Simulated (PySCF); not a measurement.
## Mn2S, singlet: computed properties

These are results of PySCF, PBE0, basis S def2-SVP, Mn def2-SVP (no relativity, density fitting), not measurements.

The structure is a minimum.

```xyz
3
charge 0 multiplicity 1, angstrom
S    -1.1422    1.1411   -0.0489
Mn    0.3680   -0.3677    0.8225
Mn    0.2953   -0.2950   -0.7993
```

- Point group: Cs
- Bond lengths: Mn–Mn 1.625 Å, S–Mn 2.166 Å, S–Mn 2.306 Å
- Bond angles: Mn–Mn–S 64.2°, Mn–Mn–S 73.4°, Mn–S–Mn 42.5°
- Zero-point energy: 7.3 kJ/mol
- Heat capacity Cp at 298.15 K: 50.9 J/(mol K)
- Dipole moment: 5.70 D
- Entropy at 298.15 K and 1 bar: 296.9 J/(mol K)
- Rotational constants: 0.2383, 0.1541, 0.09359 cm⁻¹
- Principal quadrupole moments (Buckingham, traceless) about the centre of mass: -4.61, -4.27, 8.88 D Å
- Lowest empty level: -2.47 eV
- Principal polarisabilities: 50.2, 88.4, 98.0 bohr³
- Rotational symmetry number: 1
- Enthalpy at 298.15 K above 0 K: 12.86 kJ/mol
- Highest occupied level: -4.75 eV
- Atomisation energy without zero-point energy: -312 kJ/mol

Harmonic modes (masses in u: S 31.972, Mn 54.938):
```csv
symmetry,ω (cm⁻¹),IR (km/mol)
a',104,3.6
a',446,29.2
a',667,20.5
```

Charges (e):
| atom | Mulliken | Löwdin | polar tensor | Mayer order to S1 |
| --- | --- | --- | --- | --- |
| S1 | -0.38 | -0.22 | -0.59 | – |
| Mn2 | 0.32 | 0.21 | 0.47 | 0.99 |
| Mn3 | 0.06 | 0.02 | 0.12 | 1.22 |
Other Mayer orders above 0.3: Mn–Mn 4.06.

Mulliken populations on S1: s 5.89, p 10.46, d 0.04.

Outer orbital energies (eV). occupied: -9.26, -9.15, -7.69, -7.16, -7.08, -6.39, -4.96, -4.75; empty: -2.47, -2.14, -1.73, -1.41.

This need not be the most stable arrangement of these atoms. At this level a broken-symmetry Ms = 4 minimum of C2v symmetry lies 713 kJ/mol below this structure. At the minimum of this search the closed-shell solution is unstable towards spin polarisation, so a lower open-shell solution exists.

The final relaxation and frequency run took 92 s on 2 threads of a shared Arm Neoverse N1 host, with 80 basis functions and 17 gradients; the process peaked at 0.79 GiB.
